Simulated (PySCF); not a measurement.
Magnetic susceptibility: `C1(C#C[C+](C)C)CC1`, [C8H11]+, charge +1

Geometry:
```csv
atom,x (Å),y (Å),z (Å)
C1,-2.698,-0.904,-0.937
C2,-1.813,-0.044,-0.146
C3,-2.392,0.980,0.734
C4,-0.468,-0.200,-0.216
C5,0.749,-0.360,-0.288
C6,2.119,-0.525,-0.350
C7,3.015,0.719,-0.194
C8,2.947,-0.232,0.918
H9,-2.183,-1.761,-1.364
H10,-3.551,-1.228,-0.339
H11,-3.120,-0.313,-1.756
H12,-1.726,1.829,0.877
H13,-3.366,1.308,0.378
H14,-2.547,0.532,1.721
H15,2.471,-1.314,-1.003
H16,3.882,0.730,-0.836
H17,2.514,1.671,-0.101
H18,2.395,0.038,1.806
H19,3.763,-0.918,1.088
```

Total charge +1.

The calculation used PySCF 2.14.0, GIAO HF/pcSseg-1 magnetisability, rotational g tensor and spin-rotation constants, non-relativistic, gas phase. Geometry: GFN2-xTB.

For an ion the centre-of-mass motion in the field is neglected.

Task: How diamagnetic is it, and how anisotropic?

Result: Isotropic -1288 × 10⁻³⁰ J/T², or -77.6 × 10⁻⁶ cm³/mol; principal values -1364, -1317, -1184 × 10⁻³⁰ J/T², anisotropy 162 × 10⁻³⁰ J/T² (root of half the summed squared differences of the principal values). The susceptibility is in cgs units.

Task: Split it along the inertial axes a, b, c into diamagnetic and paramagnetic parts about the centre of mass, with the quadrupole moment.

Result: 
| axis | χ (10⁻⁶ cm³/mol) | diamagnetic (10⁻⁶ cm³/mol) | paramagnetic (10⁻⁶ cm³/mol) | summed x² of all electrons (Å²) | quadrupole Θ (D Å) |
| --- | --- | --- | --- | --- | --- |
| a | -72.0 | -338.9 | 267.0 | 333.6 | +34.28 |
| b | -78.7 | -1523.0 | 1444.3 | 54.5 | -13.70 |
| c | -82.1 | -1646.6 | 1564.5 | 25.4 | -20.58 |

Anisotropies 2χaa − χbb − χcc = +16.9 and 2χbb − χaa − χcc = -3.3 × 10⁻⁶ cm³/mol. Θ is traceless in Buckingham's convention.

Task: And the rotational g tensor?

Result: 
```csv
axis,rotational constant (GHz),g,nuclear part,electronic part
a,5.4448,-0.0127,0.6702,-0.6829
b,0.8563,+0.0121,0.5931,-0.5810
c,0.7918,+0.0139,0.5959,-0.5819
```
Asymmetric top; isotopes 12C, 1H; no vibrational averaging.
